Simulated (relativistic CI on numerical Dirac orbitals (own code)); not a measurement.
**d3 in a ligand field**

Computed with a parametric ligand-field model of a d^n configuration (Racah B and C, spin-orbit zeta, crystal field), exact diagonalisation.

Field parameters in Wybourne normalisation: D4h B²₀ = −7Ds, B⁴₀ = 21(Dq − Dt), B⁴₄ = 21√(5/14) Dq; Td as Oh with Dq negative (B⁴₀ = 21Dq, B⁴₄ = √(5/14) B⁴₀). The field is a parameter set, without covalency.

Question: Ground term and bands for B = 940, C = 4440, ζ = 0 cm⁻¹, D4h, 10Dq = 25100, Ds = -1500, Dt = -150 cm⁻¹?

Answer: Ground term 4B1 with 0.00 electrons in the two orbitals of the cubic e set. Spin-allowed: 4B2 25100 cm⁻¹ (398 nm), 4E 25337 cm⁻¹ (395 nm), 4E 33999 cm⁻¹ (294 nm), 4A2 40441 cm⁻¹ (247 nm). Lowest spin-forbidden: 2E 20042 cm⁻¹ (499 nm), 2B1 20192 cm⁻¹ (495 nm), 2A1 20443 cm⁻¹ (489 nm).

Question: Ground term and bands for B = 460, C = 1920, ζ = 0 cm⁻¹, D4h, 10Dq = 8550, Ds = 1200, Dt = 1100 cm⁻¹?

Answer: Ground term 4E with 1.01 electrons in the two orbitals of the cubic e set. Spin-allowed: 4B1 2797 cm⁻¹, 4A2 4095 cm⁻¹ (2442 nm), 4E 8058 cm⁻¹ (1241 nm), 4A2 9649 cm⁻¹ (1036 nm). Lowest spin-forbidden: 2B2 5296 cm⁻¹ (1888 nm), 2A1 6623 cm⁻¹ (1510 nm), 2E 7891 cm⁻¹ (1267 nm).

Question: Ground term and bands for B = 840, C = 2990, ζ = 0 cm⁻¹, D4h, 10Dq = 29100, Ds = 3000, Dt = 30 cm⁻¹?

Answer: Ground term 4B1 with 0.00 electrons in the two orbitals of the cubic e set. Spin-allowed: 4A2 26393 cm⁻¹ (379 nm), 4E 27204 cm⁻¹ (368 nm), 4B2 29100 cm⁻¹ (344 nm), 4E 44732 cm⁻¹ (224 nm). Lowest spin-forbidden: 2E 10757 cm⁻¹ (930 nm), 2A1 15053 cm⁻¹ (664 nm), 2B1 15471 cm⁻¹ (646 nm).

Question: Ground term and bands for B = 980, C = 5030, ζ = 0 cm⁻¹, D4h, 10Dq = 18000, Ds = -1500, Dt = -240 cm⁻¹?

Answer: Ground term 4B1 with 0.00 electrons in the two orbitals of the cubic e set. Spin-allowed: 4B2 18000 cm⁻¹ (556 nm), 4E 18876 cm⁻¹ (530 nm), 4E 27364 cm⁻¹ (365 nm), 4A2 32230 cm⁻¹ (310 nm). Lowest spin-forbidden: 2B1 21994 cm⁻¹ (455 nm), 2E 22242 cm⁻¹ (450 nm), 2A1 22309 cm⁻¹ (448 nm).

Question: Ground term and bands for B = 340, C = 1660, ζ = 0 cm⁻¹, Td, 10Dq = -2100 cm⁻¹?

Answer: Ground term 4T1 with 1.89 electrons in the two orbitals of the cubic e set. Spin-allowed: 4T2 1789 cm⁻¹, 4A2 3889 cm⁻¹ (2571 nm), 4T1 6578 cm⁻¹ (1520 nm). Lowest spin-forbidden: 2E 5325 cm⁻¹ (1878 nm), 2T1 6802 cm⁻¹ (1470 nm), 2T2 6860 cm⁻¹ (1458 nm).
